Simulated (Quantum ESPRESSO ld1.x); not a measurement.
Q: All-electron atom: Ti I in [Ne] 3s2 3p5 3d2 4s2 4d1 (not the ground configuration). Method: non-relativistic Kohn-Sham, LDA (Slater exchange, Perdew-Zunger correlation), spin-unpolarised, spherical densities, point nucleus; computed with ld1.x of Quantum ESPRESSO 7.5. Some entries of the table are withheld. Estimate them.

orbital  occ.  eigenvalue (hartree)  <1/r> (bohr^-1)
1s          2                   (1)            21.48
2s          2                   (2)            4.483
2p          6              -16.7678            4.429
3s          2              -2.64937            1.405
3p          5              -1.80390            1.291
3d          2              -0.50300              (3)
4s          2              -0.32037           0.4364
4p          0              -0.17049           0.3495
5s          0              -0.05296           0.1474
4d          1              -0.02643           0.1504

A: 
(1) 1s eigenvalue (hartree): -177.810
(2) 2s eigenvalue (hartree): -19.9329
(3) 3d <1/r> (bohr^-1): 0.9901
